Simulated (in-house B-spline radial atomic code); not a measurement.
Mg. Computed with a B-spline radial atomic code. Model: non-relativistic spherical atom: semilocal Troullier-Martins pseudo-atom, one channel per l, against all electrons, high spin, G0W0 and RPA with empty states to l = 8, local potential for every l without a channel, a model core (radius 0 = none) keeps its share of the functional.

What the tables leave out is listed at the end.

The pseudopotential gives back the lowest level of each angular momentum of its own functional in the configuration it was made in; a second state of the same l is only approximately right. Exact exchange, RPA and GW see the smooth pseudo-orbitals and miss the exchange with the core, for which the functional's share stands in. The column with an uncorrelated core keeps all orbitals and exact exchange, and so separates missing core correlation from pseudisation. Only the three outermost levels and the lowest empty one were computed. RPA here is direct RPA, with no exchange kernel, and its energies carry an (l + 1/2)⁻⁴ tail. A hybrid on a potential with a model core restores only its own semilocal share of the core's exchange.

Command:
```bash
python run_psgw.py task.json out
```
Settings (lengths in bohr, energies in hartree):
```
Z                      12
electrons              12
configuration          [Ne] 3s2
generated_in           [Ne] 3s2
functional             lda,vwn
core_shells            3
radius_factor          1.3
core_correction        False
ion_configuration      [Ne] 3s1
```

Cost of the run: 31 s on 1 thread of Arm Neoverse N1, on a shared host.

Given: made with LDA VWN5; model core radius 0 bohr; local radius 3.277 bohr; mean-field start LDA VWN5.

Valence shells of the generating configuration: 3s.

Channel: s 3.255, p 3.4 (radii in bohr).

Computed: largest level miss in the spin-unpolarised generating configuration 0 eV; valence RPA correlation energy pseudo -0.071929 hartree; all-electron RPA polarisability, core included 53.033 bohr³; ionisation by mean-field all-electron 7.7209 eV; ionisation by mean-field pseudo minus all -0.104 eV; ionisation by RPA all-electron 8.0165 eV; ionisation by RPA pseudo minus all 0.1 eV.

```tsv
level	occupied	mean-field all-electron (eV)	mean-field pseudo minus all (eV)	G0W0 all-electron (eV)	G0W0 uncorrelated core minus all (eV)	G0W0 pseudo minus all (eV)	exchange self-energy all-electron (eV)	exchange self-energy pseudo (eV)
3s	1	-4.7736	0	-7.5347	0.133	-0.097	-9.0787	-7.8733
```

Question: What is the valence RPA correlation energy all-electron orbitals?

Answer: -0.070966 hartree.

Question: What is the pseudo-atom RPA polarisability?

Answer: 52.967 bohr³.

Given: mean-field start PBE0.

Computed: valence RPA correlation energy all-electron orbitals -0.060129 hartree; all-electron RPA polarisability, core included 46.37 bohr³; ionisation by mean-field all-electron 7.5415 eV; ionisation by mean-field pseudo minus all 0.041 eV; ionisation by RPA all-electron 7.8399 eV; ionisation by RPA pseudo minus all 0.093 eV.

```tsv
level	occupied	mean-field all-electron (eV)	mean-field pseudo minus all (eV)	G0W0 all-electron (eV)	G0W0 uncorrelated core minus all (eV)	G0W0 pseudo minus all (eV)	exchange self-energy all-electron (eV)	exchange self-energy pseudo (eV)
3s	1	-5.4255	-0.112	-7.6709	0.137	-0.097	-8.8703	-7.9553
```

Question: What is the valence RPA correlation energy pseudo?

Answer: -0.061499 hartree.

Question: What is the pseudo-atom RPA polarisability?

Answer: 43.717 bohr³.

Given: mean-field start Hartree-Fock.

Computed: valence RPA correlation energy all-electron orbitals -0.041428 hartree; valence RPA correlation energy pseudo -0.042671 hartree; all-electron RPA polarisability, core included 36.286 bohr³; pseudo-atom RPA polarisability 33.036 bohr³; ionisation by mean-field pseudo minus all 0.186 eV; ionisation by RPA all-electron 7.496 eV.

```json
{"level": "3s", "occupied": "1", "mean-field all-electron (eV)": "-6.8859", "mean-field pseudo minus all (eV)": "-0.215", "G0W0 all-electron (eV)": "-7.6891", "G0W0 uncorrelated core minus all (eV)": "0.13", "G0W0 pseudo minus all (eV)": "-0.087", "exchange self-energy all-electron (eV)": "-8.5008", "exchange self-energy pseudo (eV)": "-7.8649"}
```

Question: What is the ionisation by RPA pseudo minus all?

Answer: 0.102 eV.

Question: What is the ionisation by mean-field all-electron?

Answer: 6.6054 eV.

Among the listed levels the largest G0W0 shift of the pseudo-atom is -0.10 eV, for 3s on the PBE0 start, while leaving the core uncorrelated moves that level by +0.14 eV. The rest, -0.23 eV, comes from pseudisation and the lost core exchange. Not in the tables (levels of low weight, unsolved or above zero; the highest and the empty levels are kept at any weight): on LDA the G0W0 levels 3p (pseudo minus all -0.05 eV, weights 0.86 and 0.85); on PBE0 the G0W0 levels 3p (pseudo minus all +0.05 eV, weights 0.91 and 0.91).
